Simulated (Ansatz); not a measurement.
`CC[Si](N)(O)Br` → Br• + 2 C• + 8 H• + N• + O• + Si•  (atomization)

Calculated with Ansatz (gas phase, PBE0-D4/def2-TZVP geometries, no zero-point term in ΔE). CCSD(T)/CBS adds triple-zeta CCSD(T) − MP2 to the extrapolated MP2 energy (def2 sets, frozen cores). This one scheme is used for every species, atoms too. Functionals use def2-TZVPP. B3LYP here is the variant with VWN-RPA as its local correlation; programs differ in this. Open shells (•) are unrestricted, without spin–orbit coupling. Spin–orbit coupling would lower the free atoms: a little for C, O, Si; clearly for Br. For Br outer-core shells are correlated without core-valence functions, so the limit isn't a true one: a few kJ/mol of doubt a bond, and 10 to 20 or more in all where bonds break to atoms. Scalar relativity is left out up to krypton. One conformer a species, not always the lowest.

```json
{"level": "PBE-D4", "ΔE (kcal/mol)": "1285.1", "difference from CCSD(T)/CBS": "14.1"}
{"level": "r2SCAN-D4", "ΔE (kcal/mol)": "1267.8", "difference from CCSD(T)/CBS": "-3.2"}
{"level": "PBE0-D4", "ΔE (kcal/mol)": "1266.3", "difference from CCSD(T)/CBS": "-4.7"}
{"level": "B3LYP-D4", "ΔE (kcal/mol)": "1264.8", "difference from CCSD(T)/CBS": "-6.2"}
{"level": "ωB97X-V", "ΔE (kcal/mol)": "1270.0", "difference from CCSD(T)/CBS": "-1.0"}
{"level": "ωB97M-V", "ΔE (kcal/mol)": "1270.9", "difference from CCSD(T)/CBS": "-0.1"}
{"level": "B2PLYP", "ΔE (kcal/mol)": "1251.5", "difference from CCSD(T)/CBS": "-19.5"}
{"level": "PBE", "ΔE (kcal/mol)": "1276.7", "difference from CCSD(T)/CBS": "5.7"}
{"level": "r2SCAN", "ΔE (kcal/mol)": "1265.7", "difference from CCSD(T)/CBS": "-5.3"}
{"level": "PBE0", "ΔE (kcal/mol)": "1259.0", "difference from CCSD(T)/CBS": "-12.0"}
{"level": "B3LYP", "ΔE (kcal/mol)": "1251.2", "difference from CCSD(T)/CBS": "-19.8"}
{"level": "HF/def2-TZVPP", "ΔE (kcal/mol)": "921.5", "difference from CCSD(T)/CBS": "-349.5"}
{"level": "MP2/def2-TZVPP", "ΔE (kcal/mol)": "1255.1", "difference from CCSD(T)/CBS": "-15.9"}
{"level": "SCS-MP2/def2-TZVPP", "ΔE (kcal/mol)": "1249.4", "difference from CCSD(T)/CBS": "-21.6"}
{"level": "CCSD/def2-TZVPP", "ΔE (kcal/mol)": "1216.5", "difference from CCSD(T)/CBS": "-54.5"}
{"level": "CCSD(T)/def2-TZVPP", "ΔE (kcal/mol)": "1234.1", "difference from CCSD(T)/CBS": "-36.9"}
{"level": "HF/def2-QZVPP", "ΔE (kcal/mol)": "923.4", "difference from CCSD(T)/CBS": "-347.6"}
{"level": "MP2/def2-QZVPP", "ΔE (kcal/mol)": "1276.9", "difference from CCSD(T)/CBS": "5.9"}
{"level": "SCS-MP2/def2-QZVPP", "ΔE (kcal/mol)": "1273.7", "difference from CCSD(T)/CBS": "2.7"}
{"level": "HF/CBS(def2)", "ΔE (kcal/mol)": "923.7", "difference from CCSD(T)/CBS": "-347.3"}
{"level": "MP2/CBS(def2)", "ΔE (kcal/mol)": "1292.0", "difference from CCSD(T)/CBS": "21.0"}
{"level": "CCSD/CBS(def2)", "ΔE (kcal/mol)": "1253.5", "difference from CCSD(T)/CBS": "-17.5"}
{"level": "CCSD(T)/CBS", "ΔE (kcal/mol)": "1271.0", "difference from CCSD(T)/CBS": "0"}
```

Largest T1 diagnostic among the species: 0.012.

In def2-TZVPP, CCSD(T) changes the Hartree–Fock value by +312.5 kcal/mol (the triples alone add +17.6 kcal/mol) and MP2 by +333.5 kcal/mol; breaking electron pairs costs correlation energy, which Hartree–Fock lacks. From PBE to PBE0 (25 % exact exchange), in def2-TZVPP and without D4, ΔE moves by −17.6 kcal/mol: exact exchange takes away binding that semilocal exchange gives to molecules. The D4 term adds +13.6 kcal/mol with B3LYP and +7.2 kcal/mol with PBE0; it sums over pairs of atoms, weighted by their polarisabilities, and B3LYP, whose exchange is more repulsive, gets the larger term.

For atomizations the MP2-based limit and the directly extrapolated one differ by several kJ/mol either way, and by 10 to 25 for some Ge, Se and Sn compounds, so smaller differences from it don't rank the levels.
